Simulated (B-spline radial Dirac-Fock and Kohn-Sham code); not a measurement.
## L1 emission of Tc

System: the Tc atom in the configuration [Kr] 4d5 5s2.

The run's input, task.json:

```json
{"items": [{
  "Z": 43,
  "q": 0,
  "cfg": [[1, 0, 2], [2, 0, 2], [2, 1, 6], [3, 0, 2], [3, 1, 6], [3, 2, 10], [4, 0, 2], [4, 1, 6], [4, 2, 5], [5, 0, 2]],
  "A": 97,
  "rrms": 4.4112,
  "do": ["binding", "quiet", "decay"],
  "holes": ["K", "L1", "L2", "L3", "M1", "M2", "M3", "M4", "M5", "N1", "N2", "N3"]
}]}
```

Launch: `python xray_run.py task.json out`

Calculated with a radial B-spline solver, using a relativistic independent-particle model: LDA orbitals of the hole state, radiative multipoles to third order, Auger rates from the Coulomb interaction with a continuum orbital, Dirac-Fock energies.

```tsv
line	multipole	energy (eV)	width (meV)	share (%)	tabulated share (%)
L1-L2	E1	254.0	0.0664	0.135	–
L1-L3	E1	370.5	0.432	0.877	0.743
Lβ4	E1	2599.3	15.2	30.9	31.2
Lβ3	E1	2619.3	26.1	52.9	53.4
L1-M4	E2	2792.3	0.145	0.294	0.283
L1-M5	E2	2795.9	0.215	0.437	0.423
Lγ2	E1	3006.1	2.59	5.27	5.05
Lγ3	E1	3009.1	4.49	9.12	8.71
L1-N5	E2	3051.1	0.00813	0.0165	–
```

The listed lines hold 100.0 % of the radiative rate. The radiative width is 0.0492 eV in the length form and 0.0491 eV in the velocity form; the two differ because the transition energies are not eigenvalue differences of the potential that gave the orbitals. Tabulated shares: Scofield radiative rates as tabulated in xraylib 4.2.
